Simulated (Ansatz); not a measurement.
Relaxation of the cluster H5Au3 with RKS r2SCAN-D4/def2-SVP.

```sh
$ ansatz run in.yaml --threads 4 --pin off --events-out ev --progress --plain --max-ram 3916MiB
```

```yaml
crystal:
  periodic: [false, false, false]
  atoms:
    - {symbol: Au, position_ang: [1.120310, -0.065110, -1.493220]}
    - {symbol: Au, position_ang: [-0.223780, 1.816710, 0.315170]}
    - {symbol: Au, position_ang: [-0.381280, -0.764900, 0.515470]}
    - {symbol: H, position_ang: [1.408810, -1.400600, -1.967540]}
    - {symbol: H, position_ang: [-1.109460, 2.108500, 1.422260]}
    - {symbol: H, position_ang: [-1.234130, -0.943710, 1.661590]}
    - {symbol: H, position_ang: [0.779710, 1.453960, -0.941070]}
    - {symbol: H, position_ang: [-0.360180, -2.204860, 0.487350]}
basis:
  gaussian: {orbitals: def2-SVP}
hamiltonian: {xc: r2scan, dispersion: d4}
scf: {lower_state_search: "off"}
output: {orbitals: {seedname: orbitals}}
relax: {f_tol: 0.02, max_steps: 100}
```

Run time 11 s (4 threads of Arm Neoverse V2 on a shared host).

Positions (Å) and forces (eV/Å) at steps 1, 2, 3, 4, 6 of 6:

```xyz
8
step=1 energy=-11165.6158 eV
Au    1.120   -0.065   -1.493   -0.202    2.254    0.382
Au   -0.224    1.817    0.315    1.393    0.064   -1.766
Au   -0.381   -0.765    0.515    1.425    2.753   -1.940
H     1.409   -1.401   -1.968    0.816   -3.546   -1.303
H    -1.109    2.108    1.422   -2.331    0.862    2.933
H    -1.234   -0.944    1.662   -1.796   -0.575    2.417
H     0.780    1.454   -0.941    0.751    1.261   -0.802
H    -0.360   -2.205    0.487   -0.057   -3.072    0.079
8
step=2 energy=-11166.6266 eV
Au    1.169   -0.050   -1.562   -0.364    0.313    0.504
Au   -0.225    1.906    0.315    0.245   -0.558   -0.318
Au   -0.396   -0.793    0.531    0.396    0.792   -0.530
H     1.470   -1.516   -2.053    0.055   -0.304   -0.090
H    -1.189    2.203    1.526   -0.192    0.059    0.243
H    -1.302   -1.023    1.753   -0.162   -0.148    0.216
H     0.863    1.606   -1.037    0.076    0.132   -0.095
H    -0.390   -2.332    0.528   -0.054   -0.287    0.070
8
step=3 energy=-11166.6856 eV
Au    1.125    0.006   -1.503    0.172    0.049   -0.219
Au   -0.185    1.847    0.260    0.001    0.291    0.012
Au   -0.395   -0.788    0.528   -0.069   -0.125    0.093
H     1.415   -1.492   -1.978   -0.077    0.013    0.102
H    -1.163    2.131    1.492    0.022   -0.124   -0.031
H    -1.305   -1.088    1.756    0.028   -0.017   -0.040
H     0.927    1.729   -1.118   -0.067   -0.127    0.070
H    -0.420   -2.345    0.564   -0.011    0.042    0.013
8
step=4 energy=-11166.6956 eV
Au    1.141    0.022   -1.521    0.007   -0.145   -0.018
Au   -0.176    1.877    0.251   -0.095   -0.008    0.118
Au   -0.385   -0.766    0.515   -0.070   -0.137    0.093
H     1.371   -1.512   -1.919   -0.001    0.137    0.012
H    -1.167    2.058    1.497    0.088    0.016   -0.107
H    -1.294   -1.091    1.739    0.037    0.018   -0.052
H     0.930    1.736   -1.124    0.029    0.054   -0.039
H    -0.420   -2.324    0.563    0.004    0.066   -0.007
8
step=6 energy=-11166.6984 eV
Au    1.139    0.022   -1.517    0.000    0.001    0.001
Au   -0.175    1.872    0.252    0.001   -0.001   -0.002
Au   -0.393   -0.776    0.521    0.001    0.001   -0.001
H     1.388   -1.501   -1.914    0.001    0.000    0.001
H    -1.148    2.068    1.499    0.002    0.000    0.000
H    -1.303   -1.097    1.740    0.000   -0.002    0.000
H     0.919    1.743   -1.142   -0.003    0.000    0.001
H    -0.427   -2.330    0.561   -0.002    0.000    0.001
```

In the def2 sets Au takes a core potential; there is no spin–orbit coupling. The structure comes from a short search, and lower isomers may exist.
